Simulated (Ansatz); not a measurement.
Al5As4H16, a cluster cut from zinc blende AlAs (hydrogen-capped): single points at one geometry.

```yaml
crystal:
  periodic: [false, false, false]
  atoms:
    - {symbol: Al, position_ang: [1.039415, -2.712889, -0.122315]}
    - {symbol: Al, position_ang: [-0.633187, 0.010291, -3.006865]}
    - {symbol: Al, position_ang: [-2.645002, -0.699586, 0.565930]}
    - {symbol: Al, position_ang: [-0.597293, 0.055183, 2.749336]}
    - {symbol: Al, position_ang: [1.241185, 2.922334, -0.102228]}
    - {symbol: As, position_ang: [-0.977499, -1.540472, -1.054114]}
    - {symbol: As, position_ang: [1.394054, -1.149119, 1.865694]}
    - {symbol: As, position_ang: [1.334817, 1.265314, -2.001597]}
    - {symbol: As, position_ang: [-0.720286, 1.918640, 1.150665]}
    - {symbol: H, position_ang: [2.310436, -2.542080, -1.082748]}
    - {symbol: H, position_ang: [0.606411, -4.084172, 0.585429]}
    - {symbol: H, position_ang: [-0.090343, -0.830958, -4.257832]}
    - {symbol: H, position_ang: [-1.827108, 1.076715, -3.096388]}
    - {symbol: H, position_ang: [-4.009448, -1.512340, 0.757474]}
    - {symbol: H, position_ang: [-2.665365, 0.948495, 0.419373]}
    - {symbol: H, position_ang: [-1.851903, -0.932548, 2.126382]}
    - {symbol: H, position_ang: [-0.814649, 0.211559, 4.319254]}
    - {symbol: H, position_ang: [0.802104, 4.351048, -0.668187]}
    - {symbol: H, position_ang: [2.495839, 2.653594, 0.870845]}
    - {symbol: H, position_ang: [-1.759423, -2.713049, -1.643703]}
    - {symbol: H, position_ang: [2.114931, -1.818245, 3.027385]}
    - {symbol: H, position_ang: [2.402739, -0.037565, 1.599559]}
    - {symbol: H, position_ang: [2.104315, 1.971578, -3.113268]}
    - {symbol: H, position_ang: [2.413163, 0.242683, -1.655497]}
    - {symbol: H, position_ang: [-1.667902, 2.945588, 1.767408]}
basis:
  gaussian: {orbitals: def2-TZVP, fitting: {mean_field: def2-universal-jkfit}, initial_orbitals: start.molden}
magnetization: {spin_polarized: true, initial_magnetization: 1}
hamiltonian: {xc: pbe, dispersion: d4}
scf: {omitted_lower_state_checks: [starts]}
output: {orbitals: {seedname: orbitals}}
```

The file start.molden holds the orbitals of an earlier run on this structure, at another level or in another basis.

```sh
$ ansatz run in.yaml --threads 2 --pin off --events-out ev --progress --plain --max-ram 20480MiB --backend cuda --devices 0, --max-vram 18GiB
```

Shortened log:

```
Functional definition: PBE
1992 factors; integrals over basis functions are off by at most 6.9e-1 eV
mean field evaluation 1: about -276557.9810 eV, gradient 1.5e1 eV
mean field evaluation 2: about -276558.3299 eV, gradient 4.8e-1 eV
mean field evaluation 4: about -276558.3283 eV, gradient 6.9e-3 eV
mean field -276558.32831579 eV, -10163.3311076374 hartree, gradient 2.6e-5 eV, S^2 0.752890; 0 other end points of the search recorded, 0 dependent functions left out
reference -276558.32840490 eV, -10163.3311109121 hartree; 107, 106 occupied and 366, 367 virtual orbitals, 1992 factors
Total energy: -276559.53218612 eV, -10163.3753490560 hartree
Checks for a lower state left out: starts
```

It took 6.5 s on 2 threads of AMD EPYC 7R13 on a shared host and a share (18 GiB) of an NVIDIA H100 80GB HBM3, peak host memory 1.1 GiB.

The first input with `hamiltonian: {xc: pbe0, dispersion: d4}` (abridged; 9.5 s):

```
Functional definition: PBE0
mean field -276569.27721566 eV, -10163.7334722863 hartree, gradient 2.3e-5 eV, S^2 0.755311
Total energy: -276570.35947087 eV, -10163.7732444316 hartree
Checks for a lower state left out: starts
```

Geometry: PBE-D4/def2-SVP.

Single mean-field runs in def2-TZVP are fitted with def2-universal-jkfit.
